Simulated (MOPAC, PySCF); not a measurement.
C$_{5}$H$_{8}$, SMILES `C[C@@H]1C=CC1`, neutral singlet in the gas phase. 

Z-matrix (Å, degrees):
```
C
H 1 1.0944
C 1 1.5195 2 110.05
H 3 1.0926 1 110.72 2 -178.58
H 3 1.0926 4 107.86 1 121.72
H 3 1.0926 4 108.19 5 116.36
C 1 1.5196 2 113.26 3 133.82
C 7 1.3344 1 94.52 2 111.89
H 8 1.0825 7 133.41 1 -179.27
H 7 1.0831 8 133.57 9 0.78
C 8 1.5147 9 132.08 7 -179.29
H 11 1.0925 8 116.12 9 63.22
H 11 1.0926 12 108.75 8 132.60
```
Charge 0, spin multiplicity 1.

All levels are single points at this geometry (B3LYP-D3(BJ)/def2-TZVP); Pople sets use spherical d functions. Orbital energies aren't observables, and empty levels follow the basis.

B3LYP-D3(BJ)/def2-TZVP in PySCF gives gap (eV) = 7.09.

Q: Estimate the gap (eV) from each of these levels: PBE-D3(BJ)/def2-TZVP in PySCF; BP86/6-31G* in PySCF; HF/3-21G in PySCF; AM1 in MOPAC; PM7 in MOPAC.

A: 
| level | gap (eV) |
|---|---|
| PBE-D3(BJ)/def2-TZVP in PySCF | 5.42 |
| BP86/6-31G* in PySCF | 5.60 |
| HF/3-21G in PySCF | 14.55 |
| AM1 in MOPAC | 11.10 |
| PM7 in MOPAC | 11.00 |
